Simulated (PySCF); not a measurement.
C2H10O2Si2, SMILES CO[Si@@H](O)C[SiH3].

Coordinates come from a B3LYP-D3(BJ)/def2-SVP optimisation. The structure was generated by enumeration; whether it is a known compound was not checked. One conformer was computed; it need not be the lowest.

All values below come from B3LYP-D3(BJ)/def2-SVP (PySCF).

Frequencies are harmonic and unscaled.

Task: List the normal modes with their intensities. (The exact figures need the calculation; the answer reports its results.)

Result: 
| mode | ν (cm⁻¹) | IR (km/mol) | moving atoms (share of kinetic energy) |
|---|---|---|---|
| 1 | 45 | 1.2 | H 27 %, O 26 %, Si 25 %, C 22 % |
| 2 | 75 | 1.2 | O 39 %, H 29 %, C 20 %, Si 13 % |
| 3 | 87 | 0.1 | H 84 % |
| 4 | 107 | 3.7 | H 32 %, O 24 %, C 22 %, Si 21 % |
| 5 | 143 | 0.4 | H 87 % |
| 6 | 187 | 5.0 | O 30 %, H 28 %, C 21 %, Si 20 % |
| 7 | 218 | 2.5 | H 43 %, O 29 %, C 23 % |
| 8 | 290 | 59.6 | H 67 %, O 20 % |
| 9 | 374 | 61.6 | O 50 %, Si 28 %, H 22 % |
| 10 | 382 | 44.7 | H 31 %, Si 30 %, O 20 %, C 19 % |
| 11 | 501 | 2.4 | H 89 % |
| 12 | 561 | 1.6 | H 44 %, Si 31 %, C 21 % |
| 13 | 672 | 11.9 | H 63 %, C 25 %, Si 8 % |
| 14 | 719 | 70.6 | H 48 %, C 20 %, O 20 %, Si 11 % |
| 15 | 743 | 32.6 | H 46 %, C 34 %, Si 13 % |
| 16 | 771 | 7.5 | H 46 %, C 19 %, Si 17 %, O 17 % |
| 17 | 812 | 89.4 | H 58 %, O 27 %, Si 9 % |
| 18 | 856 | 327.0 | H 63 %, Si 25 %, C 10 % |
| 19 | 895 | 106.3 | H 79 %, O 15 % |
| 20 | 912 | 235.6 | H 38 %, Si 35 %, O 23 % |
| 21 | 950 | 138.5 | H 90 %, Si 8 % |
| 22 | 956 | 87.7 | H 94 % |
| 23 | 966 | 78.5 | H 96 % |
| 24 | 1015 | 12.7 | H 90 %, Si 9 % |
| 25 | 1078 | 79.4 | H 58 %, C 39 % |
| 26 | 1149 | 246.9 | O 43 %, C 34 %, H 22 % |
| 27 | 1177 | 1.2 | H 76 %, C 19 % |
| 28 | 1211 | 101.7 | H 55 %, C 22 %, O 22 % |
| 29 | 1381 | 10.4 | H 92 %, C 8 % |
| 30 | 1474 | 4.1 | H 96 % |
| 31 | 1476 | 2.3 | H 91 % |
| 32 | 1478 | 10.9 | H 94 % |
| 33 | 2191 | 126.4 | H 97 % |
| 34 | 2212 | 143.1 | H 97 % |
| 35 | 2247 | 103.8 | H 97 % |
| 36 | 2253 | 138.5 | H 97 % |
| 37 | 2991 | 77.0 | H 97 % |
| 38 | 3044 | 0.9 | H 95 % |
| 39 | 3059 | 39.7 | H 90 %, C 10 % |
| 40 | 3103 | 0.9 | H 91 %, C 9 % |
| 41 | 3105 | 29.4 | H 91 %, C 9 % |
| 42 | 3858 | 58.9 | H 94 % |
